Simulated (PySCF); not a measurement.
Spectra and structures to be paired. The calculation used TDDFT PBE0/def2-SVPD, vertical, gas phase, core orbitals frozen in the response in PySCF. Geometries: GFN2-xTB; one conformer of each isolated species. Triplets are in the Tamm–Dancoff approximation.

A. `[C-]#[S+]`
B. `O=C(Cl)C(F)=C(F)F`
C. `N#Cc1nccnn1`
D. `CC(C)C[PH2]=S`
E. `CSc1nnc(C)o1`

Lowest singlet levels (six at most, fewer where fewer were computed) with oscillator strengths:

1. 4.85 eV (f 0.012 summed over 2 states); 5.58 eV (f 0.000); 5.96 eV (f 0.000 summed over 2 states); 8.40 eV (f 0.014); 8.72 eV (f 0.036); 9.36 eV (f 0.643); T1 3.19 eV
2. 4.59 eV (f 0.000); 5.57 eV (f 0.310); 5.81 eV (f 0.000); 6.24 eV (f 0.030); 6.83 eV (f 0.003); 7.72 eV (f 0.008); T1 3.42 eV
3. 5.41 eV (f 0.000); 5.59 eV (f 0.329); 5.82 eV (f 0.000); 6.14 eV (f 0.015); 6.71 eV (f 0.006); 6.79 eV (f 0.059); T1 4.15 eV
4. 2.96 eV (f 0.003); 3.19 eV (f 0.001); 5.43 eV (f 0.000); 5.50 eV (f 0.075); 5.72 eV (f 0.000); 5.89 eV (f 0.001); T1 2.24 eV
5. 5.63 eV (f 0.019); 5.67 eV (f 0.017); 5.79 eV (f 0.012); 5.90 eV (f 0.043); 6.05 eV (f 0.009); 6.27 eV (f 0.060); T1 5.14 eV

Task: Which spectrum belongs to which structure?

Result: 1 = A, 2 = B, 3 = E, 4 = C, 5 = D.
- A: S1 at 4.85 eV, HOMO→LUMO/LUMO+1 (≥94%); Löwdin shares by element: HOMO carbon 75%, sulfur 25%; LUMO (one of a set within 0.03 eV) carbon 56%, sulfur 44%; HOMO -8.94 and LUMO -2.36 eV; point group C∞v, 3 of its 8 listed states under f = 0.0005.
- B: S1 at 4.59 eV, HOMO-1→LUMO (96%); Löwdin shares by element: HOMO carbon 53% or more, fluorine 25% or more (atoms not listed hold the other 22%); LUMO carbon 56%, oxygen 22% (atoms not listed hold the other 22%); HOMO -8.66 and LUMO -2.64 eV; point group Cs, 2 of its 6 listed states under f = 0.0005.
- C: S1 at 2.96 eV, HOMO→LUMO (91%), HOMO→LUMO+1 (9%); Löwdin shares by element: HOMO nitrogen 78% or more, carbon 8% or more; LUMO nitrogen 45% or more, carbon 27% or more (atoms not listed hold the other 28%); HOMO -7.65 and LUMO -2.96 eV; point group Cs, 2 of its 6 listed states under f = 0.0005.
- D: S1 at 5.63 eV, HOMO→LUMO (47%), HOMO→LUMO+1 (38%); Löwdin shares by element: HOMO (one of a set within 0.03 eV) sulfur 72%, phosphorus 16%, carbon 5% or more; LUMO hydrogen 27% or more, sulfur 19%, phosphorus 17% (atoms not listed hold the other 37%); HOMO -6.70 and LUMO 0.19 eV.
- E: S1 at 5.41 eV, HOMO→LUMO+1 (94%); Löwdin shares by element: HOMO sulfur 42%, nitrogen 25%, carbon 11% or more (atoms not listed hold the other 23%); LUMO carbon 38% or more, oxygen 17%, nitrogen 12% or more (atoms not listed hold the other 32%); HOMO -6.72 and LUMO -0.31 eV; point group Cs, 2 of its 6 listed states under f = 0.0005.

A slash joins orbitals within 0.01 eV of each other, whose weights are summed (≥ marks a lower bound).
